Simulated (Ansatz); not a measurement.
Start from `B[O][GeH2][CH3]` and change one atom or group to get `[CH3][GeH2][O]C=S`.

Ansatz, PBE0-D4/def2-TZVP geometries, multiplicity 1. Each molecule was computed in one conformer, which needn't be the lowest.

Scalar relativity is left out up to krypton.

```
                                        property  `B[O][GeH2][CH3]`
           HOMO energy (ωB97M-V/def2-TZVPP) / eV             -10.25
           LUMO energy (ωB97M-V/def2-TZVPP) / eV               1.60
               LUMO energy (PBE/def2-TZVPP) / eV              -1.23
size of the dipole moment (B3LYP/def2-TZVPP) / D               2.42
             HOMO–LUMO gap (PBE/def2-TZVPP) / eV               5.27
  size of the dipole moment (PBE/def2-TZVPP) / D               2.42
```

Task: Give the same properties after the change, and the shifts. (An estimate is asked.)

Result: Computed: 
| property | `[CH3][GeH2][O]C=S` | shift |
| --- | --- | --- |
| HOMO energy (ωB97M-V/def2-TZVPP) / eV | -8.49 | 1.76 |
| LUMO energy (ωB97M-V/def2-TZVPP) / eV | 0.97 | -0.63 |
| LUMO energy (PBE/def2-TZVPP) / eV | -2.15 | -0.92 |
| size of the dipole moment (B3LYP/def2-TZVPP) / D | 5.22 | 2.80 |
| HOMO–LUMO gap (PBE/def2-TZVPP) / eV | 2.96 | -2.31 |
| size of the dipole moment (PBE/def2-TZVPP) / D | 5.09 | 2.67 |

With PBE0 the HOMO rises by 1.62 eV and the LUMO falls by 0.99 eV, so the gap narrows by about 2.61 eV. PBE moves the HOMO by 1.39 eV and ωB97M-V by 1.76 eV. Dipoles are sizes alone; their direction can turn.

B3LYP here is the variant with VWN-RPA as its local correlation; programs differ in this.
